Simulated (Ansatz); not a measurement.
Cl2F6GeSi2, SMILES `F[Si](F)(F)[Ge]([Cl])([Cl])[Si](F)(F)F` from Hartree–Fock to CCSD(T)

```xyz
11

F     1.093   -1.466    2.146
Si   -0.303   -1.505    1.420
F    -1.358   -0.788    2.341
F    -0.732   -3.005    1.234
Ge   -0.163   -0.396   -0.682
Cl    1.259   -1.473   -1.875
Cl   -2.093   -0.548   -1.608
Si    0.466    1.899   -0.740
F     1.895    2.085   -0.109
F    -0.556    2.762    0.091
F     0.493    2.435   -2.217
```

Charge 0, multiplicity 1. Correlated methods include outer-core shells of Ge, which these sets cover unevenly. Scalar relativity is left out up to krypton. Geometry: relaxed with PBE0-D4/def2-TZVP. It is one conformer, not always the lowest. Frozen core, restricted reference, Ansatz.

| basis | HF (Eh) | MP2 corr. | CCSD corr. | (T) | CCSD(T) total |
| --- | --- | --- | --- | --- | --- |
| def2-SVP | -4168.12373 | -1.75450 | -1.78534 | -0.03429 | -4169.94336 |
| def2-TZVPP | -4169.73322 | -2.31894 | -2.34915 | -0.07893 | -4172.16130 |
| def2-QZVPP | -4169.84868 | -2.78722 | – | – | – |
